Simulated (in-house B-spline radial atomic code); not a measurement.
Computed with a B-spline radial atomic code. Model: two electrons, singlet ground state, non-relativistic, full CI in B-splines with partial waves to l = 8 (at full coupling up to 3e-4 hartree above the limit, correlation up to 0.6 % small), density held at that of full coupling by Lieb maximisation.

Along the adiabatic connection the electron repulsion is scaled by a coupling λ while a local potential keeps the density fixed. At λ = 0 the system is the Kohn-Sham one and W equals the exchange energy; the exchange-correlation energy is the area under W between 0 and 1. The kinetic energy rises with λ as the electrons avoid each other, with dT/dλ = −λ dW/dλ.

Command:
```bash
python run_ac.py task.json out
```
Settings (lengths in bohr, energies in hartree):
```
potential              coulomb
strength               1.55
lmax                   8
wall_radius            1.99
```

Run time, properties included: 3.2 s on 1 thread of Intel(R) Xeon(R) Processor @ 2.30GHz, with other jobs on the host.

**W = mean repulsion less Hartree energy, and W of three functionals.**

Given: confinement point charge; nuclear charge 1.55; hard wall radius 1.99 bohr; external potential -Z/r.

Computed: PBE exchange minus exact 42.392 millihartree; SCAN exchange minus exact 3.6374 millihartree.

| coupling | W xc (hartree) | W xc minus exchange (millihartree) | kinetic minus Kohn-Sham (millihartree) | LDA (PW92) W minus its exchange (millihartree) | PBE W minus its exchange (millihartree) | SCAN W minus its exchange (millihartree) |
| --- | --- | --- | --- | --- | --- | --- |
| 0 | -1.111 | 0 | 0 | 0 | 0 | 0 |
| 0.02 | -1.1128 | -1.881 | 0.02 | -12.2 | -2.4 | -1.9 |
| 0.05 | -1.1156 | -4.673 | 0.11 | -25.05 | -6 | -4.68 |
| 0.12 | -1.122 | -11.048 | 0.66 | -48.1 | -14.31 | -10.95 |
| 0.25 | -1.1334 | -22.395 | 2.75 | -80.43 | -29.13 | -22 |
| 0.4 | -1.1457 | -34.746 | 6.75 | -109.7 | -45.16 | -33.93 |
| 0.6 | ? | ? | ? | ? | ? | ? |
| 0.8 | -1.1752 | -64.257 | 24.3 | -167.98 | -82.79 | -62.35 |
| 1 | -1.1884 | -77.385 | 36.1 | -190.91 | -99.26 | -75.04 |
| 1.4 | -1.2119 | -100.92 | 64.24 | -229.3 | -128.51 | -97.97 |
| 2 | -1.2417 | -130.69 | 114.54 | -274.61 | -165.19 | -127.4 |
| 3 | -1.2805 | -169.49 | 210.59 | -330.69 | -213.04 | -166.71 |
| 4.5 | ? | ? | ? | ? | ? | ? |
| 7 | -1.3676 | -256.65 | 621.73 | -454.15 | -324.6 | -259.2 |
| 10 | -1.4018 | -290.85 | 908.57 | -504.59 | -371.71 | -296.33 |

Q: What belongs in the row 0.6?

A: W xc (hartree): -1.161; W xc minus exchange (millihartree): -50.085; kinetic minus Kohn-Sham (millihartree): 14.4; LDA (PW92) W minus its exchange (millihartree): -141.46; PBE W minus its exchange (millihartree): -64.83; SCAN W minus its exchange (millihartree): -48.7.

Q: What belongs in the row 4.5?

A: W xc (hartree): -1.3222; W xc minus exchange (millihartree): -211.27; kinetic minus Kohn-Sham (millihartree): 365.36; LDA (PW92) W minus its exchange (millihartree): -389.61; PBE W minus its exchange (millihartree): -265.45; SCAN W minus its exchange (millihartree): -210.39.

Q: What is the LDA exchange minus exact?

A: 161.58 millihartree.

**Energy parts, natural occupations and partial-wave weights.**

Computed: total energy -0.9692 hartree; exchange energy -1.111 hartree; correlation energy -0.041283 hartree; kinetic part of the DFT correlation energy 0.036102 hartree; initial slope twice GL2 -0.094481 hartree; Kohn-Sham kinetic 3.1757 hartree; Lieb Oxford ratio E_xc over LDA exchange 1.2137.

| natural | occupation of the shell (electrons) |
| --- | --- |
| s | 1.9872 |
| p | 0.010296 |
| s | 0.0017575 |
| d | ? |
| p | 0.00014645 |
| f | 5.3901e-05 |

Q: What belongs in the row d?

A: occupation of the shell (electrons): 0.00042607.

```csv
wave,weight
s,0.99451
p,0.0052254
d,?
f,3.0172e-05
g,6.9452e-06
```

Q: What belongs in the row d?

A: weight: 0.00022669.

Q: What is the kinetic part over minus potential part?

A: 0.46653.

Q: What is the Hartree energy?

A: 2.2219 hartree.

Half-way to full coupling W has made 55 % of its drop, against 50 % for a straight line, and second-order (GL2) theory, half the initial slope, overshoots the correlation energy by about 14 %: a moderate bend, as in light atoms. Over couplings 0 to 1 the errors in E_xc come to about +85 millihartree for LDA, +30 millihartree for PBE, +4.7 millihartree for SCAN, so SCAN is nearest. In LDA and PBE the errors of exchange and correlation have opposite signs, so the sum is smaller than the larger of the two.
